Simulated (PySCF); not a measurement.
RbF, SMILES [Rb][F]. The structure is a stationary point at B3LYP-D3(BJ)/def2-TZVPD. The def2 effective core potentials stand for the cores of Rb; spin–orbit coupling is left out.

The numbers are results of B3LYP-D3(BJ)/def2-TZVPD run with PySCF 2.14.0, not measurements.

Harmonic wavenumbers (cm⁻¹): 354. Rotational constants (GHz): 5.797 (linear); symmetry number 1.

### Question
Work out the zero-point energy and the ideal-gas rigid-rotor harmonic-oscillator thermochemistry at 298.15 K and 1 atm.

### Answer
ZPE = ½ Σ hcν = ½ × 354 cm⁻¹ = 0.51 kcal/mol. H − E(el) = 2.80 kcal/mol. Entropy in cal/(mol K): translation 39.85, rotation 15.85, vibration 1.15, total 56.85. G − E(el) = -14.15 kcal/mol. Cp = 8.52 cal/(mol K).
